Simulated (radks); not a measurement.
Values are calculated unless marked as measured or tabulated.
Question: Ionisation of B, [He] 2s2 2p1, to B+, [He] 2s2, under several functionals. Scalar-relativistic Kohn-Sham, spin-polarised, spherical densities, finite nucleus; open shells are filled with parallel spins first; a radial shooting solver on a logarithmic mesh with Libxc functionals. The NIST Atomic Spectra Database gives 8.298 eV (measured). Rank these functionals by the error of their Delta-SCF ionisation energy: exchange-only PBE; PBE; exchange-only B88; BLYP; PBEsol; AM05; LDA (Slater exchange, Perdew-Wang correlation); RPBE.

Answer: From best to worst: AM05 8.394 eV (+0.096); BLYP 8.410 eV (+0.112); PBEsol 8.413 eV (+0.115); RPBE 8.447 eV (+0.149); PBE 8.486 eV (+0.188); LDA (Slater exchange, Perdew-Wang correlation) 8.573 eV (+0.275); exchange-only PBE 7.855 eV (-0.443); exchange-only B88 7.828 eV (-0.470). Open shells are spherical and high-spin; term and fine-structure splittings are not resolved.
